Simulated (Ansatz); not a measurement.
Consider the ligand exchange at the In–C bond: `CC(C)(C)[CH2][In]([Cl])[Cl]` + HBr → `[Cl][In]([Cl])[Br]` + `CC(C)(C)C`.

Gas-phase electronic energies from Ansatz, PBE0-D4/def2-TZVP geometries. CCSD(T)/CBS adds triple-zeta CCSD(T) − MP2 to the extrapolated MP2 energy (def2 sets, frozen cores). Functionals use def2-TZVPP. def2 core potentials past Kr. For Br, In outer-core shells are correlated without core-valence functions, which leaves a few kJ/mol of doubt a bond. Scalar relativity is left out up to krypton. Each species was taken in one conformer, which may not be the lowest.

`CC(C)(C)[CH2][In]([Cl])[Cl]`:

```xyz
19

C     0.719    1.830   -0.332
C     0.012    0.489   -0.120
C    -0.653    0.061   -1.425
C    -1.043    0.644    0.970
C     1.066   -0.534    0.301
In    0.343   -2.517    0.680
Cl    1.741   -4.240    1.392
Cl   -1.843   -3.300    0.474
H     1.206    2.168    0.587
H     0.004    2.599   -0.636
H     1.483    1.754   -1.111
H    -1.362    0.820   -1.766
H    -1.213   -0.873   -1.303
H     0.088   -0.083   -2.216
H    -0.586    0.924    1.924
H    -1.609   -0.282    1.117
H    -1.763    1.423    0.705
H     1.572   -0.233    1.223
H     1.840   -0.651   -0.464
```

HBr:

Cartesian coordinates in Å:
```
Br 0.494 0.161 0.484
H -0.494 -0.161 -0.484
```

`[Cl][In]([Cl])[Br]`:

```xyz
4

Cl   -2.256    0.254    0.415
In   -0.014    0.009   -0.015
Cl    0.805    0.712   -2.042
Br    1.465   -0.975    1.643
```

`CC(C)(C)C`:

```xyz
17

C    -1.110   -0.816   -0.656
C     0.000    0.000    0.000
C     1.030    0.396   -1.054
C     0.676   -0.837    1.082
C    -0.595    1.257    0.627
H    -1.612   -0.239   -1.438
H    -0.712   -1.726   -1.113
H    -1.865   -1.113    0.078
H     1.840    0.982   -0.611
H     0.573    0.999   -1.843
H     1.473   -0.488   -1.522
H     1.477   -0.276    1.571
H     1.113   -1.747    0.660
H    -0.041   -1.137    1.852
H     0.180    1.863    1.105
H    -1.338    1.003    1.388
H    -1.087    1.878   -0.127
```

```tsv
species	PBE-QIDH energy (Eh)
`CC(C)(C)[CH2][In]([Cl])[Cl]`	-1306.97463
HBr	-2574.15055
`[Cl][In]([Cl])[Br]`	-3683.60386
`CC(C)(C)C`	-197.57082
```

(1) Work out ΔE.

Largest T1 diagnostic among the species: 0.011.

## Answers

(1) ΔE = (-3683.60386) + (-197.57082) − (-1306.97463) − (-2574.15055) = -0.04950 Eh = -31.1 kcal/mol. CCSD(T)/CBS gives -28.8 kcal/mol.

From BLYP to BHLYP (50 % exact exchange), in def2-TZVPP and without D4, ΔE moves by −3.4 kcal/mol. In def2-TZVPP, CCSD(T) changes the Hartree–Fock value by +12.7 kcal/mol (the triples alone add +1.5 kcal/mol) and MP2 by +13.5 kcal/mol.
